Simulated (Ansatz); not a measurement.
`[OH][GaH][O][SiH3]` and `[OH][Ga]([Cl])[O][SiH3]` differ in one atom or group.

Ansatz, PBE0-D4/def2-TZVP geometries, multiplicity 1. Each molecule was computed in one conformer, which needn't be the lowest.

Scalar relativity is left out up to krypton.

| property | `[OH][GaH][O][SiH3]` |
| --- | --- |
| HOMO energy (PBE0/def2-TZVPP) / eV | -8.65 |
| LUMO energy (PBE0/def2-TZVPP) / eV | -0.77 |
| LUMO energy (B3LYP/def2-TZVPP) / eV | -1.07 |
| HOMO energy (B3LYP/def2-TZVPP) / eV | -8.43 |
| size of the dipole moment (ωB97M-V/def2-TZVPP) / D | 0.24 |
| LUMO energy (ωB97M-V/def2-TZVPP) / eV | 0.89 |

Give the same properties after the change, and the shifts. (An estimate is asked.)

Ansatz gave: 
```json
{"property": "HOMO energy (PBE0/def2-TZVPP) / eV", "`[OH][Ga]([Cl])[O][SiH3]`": "-8.89", "shift": "-0.24"}
{"property": "LUMO energy (PBE0/def2-TZVPP) / eV", "`[OH][Ga]([Cl])[O][SiH3]`": "-1.41", "shift": "-0.64"}
{"property": "LUMO energy (B3LYP/def2-TZVPP) / eV", "`[OH][Ga]([Cl])[O][SiH3]`": "-1.75", "shift": "-0.68"}
{"property": "HOMO energy (B3LYP/def2-TZVPP) / eV", "`[OH][Ga]([Cl])[O][SiH3]`": "-8.68", "shift": "-0.25"}
{"property": "size of the dipole moment (ωB97M-V/def2-TZVPP) / D", "`[OH][Ga]([Cl])[O][SiH3]`": "1.47", "shift": "1.23"}
{"property": "LUMO energy (ωB97M-V/def2-TZVPP) / eV", "`[OH][Ga]([Cl])[O][SiH3]`": "0.42", "shift": "-0.47"}
```

With PBE0 the HOMO falls by 0.24 eV and the LUMO falls by 0.64 eV, so the gap narrows by about 0.40 eV. PBE moves the HOMO by -0.25 eV and ωB97M-V by -0.23 eV. Dipoles are sizes alone; their direction can turn.

Positive LUMOs are unbound, so they and the gaps depend on the basis.

B3LYP here is the variant with VWN-RPA as its local correlation; programs differ in this.
